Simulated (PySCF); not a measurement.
# Electronic absorption of C6H10N2Si

C6H10N2Si.
Numbering: `[SiH3:1][c:2]1[cH:3][cH:4][n:5][n:6]1[CH:7]1[CH2:8][CH2:9]1` (hydrogens: H10, H11, H12 on Si1; H13 on C3; H14 on C4; H15 on C7; H16, H17 on C8; H18, H19 on C9)

Structure used (PBE0-D3(BJ)/def2-SVP), in Å, numbered top down from 1:
```xyz
19
C6H10N2Si angstrom
Si    -2.0993   -1.5343    0.1267
C     -1.3099    0.1335   -0.1500
C     -1.9021    1.3189   -0.5806
C     -0.8507    2.2506   -0.6386
N      0.2995    1.6965   -0.2733
N      0.0102    0.4371    0.0183
C      1.0501   -0.4721    0.3993
C      2.2999   -0.5502   -0.4240
C      2.3317    0.0628    0.9456
H     -1.4978   -2.5736   -0.7643
H     -1.9250   -1.9921    1.5401
H     -3.5520   -1.3932   -0.1755
H     -2.9534    1.4745   -0.8124
H     -0.8814    3.3009   -0.9264
H      0.6432   -1.3914    0.8276
H      2.3510    0.1365   -1.2728
H      2.7520   -1.5325   -0.5845
H      2.4037    1.1514    0.9976
H      2.8036   -0.4861    1.7644
```

The calculation used TDDFT PBE0/def2-SVPD, vertical, gas phase, core orbitals frozen in the response in PySCF.

Task: What does the calculation give for the low-lying excited states?

Result: 

```csv
state,λ (nm),E (eV),f,|μ| (D),"main configurations (H = HOMO, L = LUMO)"
S1,213.2,5.81,0.143,2.54,H→L (93%)
S2,196.5,6.31,0.208,2.95,H-1→L (92%)
S3,193.8,6.40,0.0013,0.23,H→L+1 (95%)
S4,190.8,6.50,0.0056,0.48,H-2→L (95%)
S5,186.7,6.64,0.0018,0.27,H-1→L+1 (89%)
S6,183.6,6.75,0.0055,0.46,"H→L+2 (68%), H→L+3 (24%)"
S7,178.9,6.93,0.0018,0.26,"H-1→L+2 (68%), H-1→L+3 (29%)"
S8,177.6,6.98,0.0015,0.24,"H→L+3 (72%), H→L+2 (24%)"
S9,173.7,7.14,0.0046,0.41,"H-1→L+3 (65%), H-1→L+2 (26%)"
S10,170.3,7.28,0.0065,0.48,H→L+4 (95%)
```

Triplets, Tamm–Dancoff:

```tsv
state	E (eV)	λ (nm)	main configurations (H = HOMO, L = LUMO)
T1	4.43	279.6	H-1→L (85%)
T2	4.60	269.6	H→L (89%)
T3	5.75	215.6	H-2→L (88%)
T4	5.98	207.4	H→L+5 (41%), H→L+6 (36%)
```

The lowest singlet comes at 213 nm (561 kJ/mol) in the ultraviolet; it is of moderate strength; its leading configuration is HOMO→LUMO (93%). The most intense listed level is S2 at 6.31 eV (196 nm, f = 0.208), 0.50 eV above S1. Löwdin shares by element: HOMO carbon 48% or more, nitrogen 23% or more (atoms not listed hold the other 30%); LUMO nitrogen 33%, carbon 19% or more, silicon 14% (atoms not listed hold the other 34%). Orbital energies (eV): HOMO-3 -9.03, HOMO-2 -8.38, HOMO-1 -7.25, HOMO -6.95, LUMO -0.25, LUMO+1 0.44, LUMO+2 0.78. The listed states span 1.47 eV, and the widest gap between neighbours is 0.50 eV (S1 to S2). Of the 10 states listed, 2 reach f = 0.01 and none stays under 0.0005. The vertical ionisation energy (ΔSCF) is 8.66 eV, 1.38 eV above S10. The window holds the lowest 10 singlets.

One conformer stands for the species.
